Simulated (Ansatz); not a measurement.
C$_{2}$H$_{7}$GaTe (`[CH3][Ga]([CH3])[TeH]`). The species carries charge 0 and has multiplicity 1. Te: def2 effective core potential. The structure was optimised at the PBE0-D4/def2-TZVP level.

```xyz
11

C     1.879   -0.120   -0.635
Ga   -0.037   -0.244   -0.205
C    -1.001    0.927    1.047
Te   -1.324   -2.100   -1.361
H     2.203   -0.908   -1.314
H     2.471   -0.182    0.282
H     2.092    0.848   -1.096
H    -0.841    0.570    2.068
H    -2.073    0.929    0.852
H    -0.624    1.951    0.989
H    -2.745   -1.670   -0.626
```

(1) What is the dipole moment at PBE/def2-TZVPP? (Best estimate.)

(2) And with r2SCAN, B3LYP, ωB97M-V? (Estimate.)

(3) Give the Mulliken charges with PBE, ωB97M-V, r2SCAN in def2-TZVPP. (Best estimate.)

## Answers

(1) The calculation gave: 1.61 D, with components (0.73, 1.20, 0.80) D in this frame, pointing from negative to positive charge.

(2) Ansatz gave: r2SCAN 1.70 D, B3LYP 1.67 D, ωB97M-V 1.80 D.

(3) Ansatz gave: 
```tsv
atom	PBE	ωB97M-V	r2SCAN
C1	-0.38	-0.47	-0.31
Ga2	0.32	0.40	0.37
C3	-0.37	-0.46	-0.31
Te4	-0.16	-0.16	-0.16
H5	0.10	0.12	0.07
H6	0.10	0.12	0.07
H7	0.10	0.12	0.07
H8	0.10	0.12	0.07
H9	0.10	0.12	0.07
H10	0.10	0.12	0.07
H11	-0.02	-0.01	-0.02
```

B3LYP here is the variant with VWN-RPA as its local correlation; programs differ in this.
